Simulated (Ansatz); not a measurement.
Species: sum formula TiH$_{3}$I, charge 0, multiplicity 1. SMILES: [TiH3][I]
Geometry: optimised at B3LYP-D3(BJ)/def2-TZVP (Ansatz, an electronic-structure program).

Property: atomisation energy (electronic, to ground-state atoms), in kJ/mol. Cores are frozen in the correlated levels unless marked. Open shells are spin-unrestricted. Spin-orbit coupling is left out. The frozen core is the preceding noble-gas configuration, with the filled d and f shells of earlier blocks. Past Kr the def2 sets carry scalar-relativistic core potentials. The coupled-cluster limit lacks core correlation, which all-electron functionals hold. CBS(X,Y): correlation extrapolated as X^-3; Hartree-Fock from the larger set. [CCSD(T)-MP2]/basis is that difference in the basis named.

| level | program | atomisation energy (kJ/mol) |
|---|---|---|
| HF/def2-SVPD | Ansatz | 552.2 |
| PBE-D4/def2-TZVPD | Ansatz + dftd4 | 1160.6 |
| B3LYP-D4/def2-TZVPD | Ansatz + dftd4 | 1101.5 |
| BHLYP-D3(BJ)/def2-TZVPD | Ansatz + dftd3 | 986.3 |

**Question.** Predict the RI-MP2/CBS(def2-TZVPPD,def2-QZVPPD)+[CCSD(T)-MP2]/def2-TZVPPD result (Ansatz).

**Answer.** 1050.4 kJ/mol
